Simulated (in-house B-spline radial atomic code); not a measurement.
Results of a calculation; reference values are marked as such.
# Stopping and range of 5 keV Se in InAs

The pair potential comes from two frozen, spherical free-atom densities (PBE, B-spline radial code, scalar-relativistic past argon): electrostatics plus the change in Thomas-Fermi kinetic and Dirac exchange energy where they overlap, the recipe behind the universal ZBL potential, which averages such potentials (from solid-state densities) over many pairs. It is written V = (Z1 Z2 e²/r) φ(r/a), with e² = 14.3996 eV·Å and a = 0.46850 Å/(Z1^0.23 + Z2^0.23); ZBL's fit is φ = 0.18175 e^(−3.1998x) + 0.50986 e^(−0.94229x) + 0.28022 e^(−0.4029x) + 0.02817 e^(−0.20162x). Where φ falls below 4e-4 it is continued as an exponential.

The target is taken as amorphous, with density 5.68 g/cm³ (NSM archive of the Ioffe Institute); channelling is ignored. Masses: Se 78.97, In 114.82, As 74.92 u. Nuclear stopping is S_n = 4π a Z1 Z2 e² M1/(M1 + M2) × s_n(ε), with s_n integrated over impact parameters for each pair. Electronic stopping is Lindhard and Scharff's S_e = Z1^(1/6) 8π e² a0 Z1 Z2/(Z1^(2/3) + Z2^(2/3))^(3/2) × v/v0, with a0 = 0.529177 Å and v = v0 at 24.801 keV/u; it misses the oscillations with Z1 seen in experiment, which reach tens of per cent. Compounds add by atom fraction.

| target atom | a (Å) | ε at this energy | s_n, this pair | s_n, ZBL potential |
| --- | --- | --- | --- | --- |
| In | 0.09972 | 0.01231 | 0.1783 | 0.1774 |
| As | 0.10445 | 0.01574 | 0.1936 | 0.1939 |

(1) What are the atom density and the stopping powers at entry?

Along the track:

```tsv
E (keV)	N S_n (eV/nm)	N S_e (eV/nm)
0.25	190	18.3
0.75	335	31.8
1.5	467	44.9
2.5	586	58
3.75	692	71
5	774	82
```

(2) Estimate the path length and the projected range.

Results:

(1) N = 5.68 × 0.602214/94.87 = 0.03606 atoms/Å³. For In: S_n = 12250 × 0.1783 = 2185 eV·Å², S_e = 3.5151 × √5000 = 248.6 eV·Å². For As: S_n = 10880 × 0.1936 = 2107 eV·Å², S_e = 2.9167 × √5000 = 206.2 eV·Å². Averaged over the target's atoms (half each) and times N × 10 Å/nm, the ion loses N S_n = 774 eV/nm to recoils and N S_e = 82 eV/nm to electrons; the nuclear share is 90 %.

(2) With continuous slowing down the path is the integral of dE/(N (S_n + S_e)). Trapezoids over the table give 8.73 nm, and the stretch below the first row, with stopping taken as √E, adds 2E/(N S) = 2.4 nm: 11.1 nm in all, against 10.8 nm on a fine grid from 5 eV. Deflections shorten the depth: to first order in the energy passed on, N (S_n + S_e) dR_p/dE = 1 − N S_n (M2/M1) R_p/(2E), summed over the target's atoms, and integrating this on the fine grid gives R_p = 5.28 nm, 0.49 of the path. Lindhard's rule of thumb R/(1 + M2/3M1), with mean M2/M1 = 1.20, gives 7.7 nm. On the ZBL potential the same equation gives 5.26 nm, and the full integral equation, which keeps hard collisions, 5.35 nm.
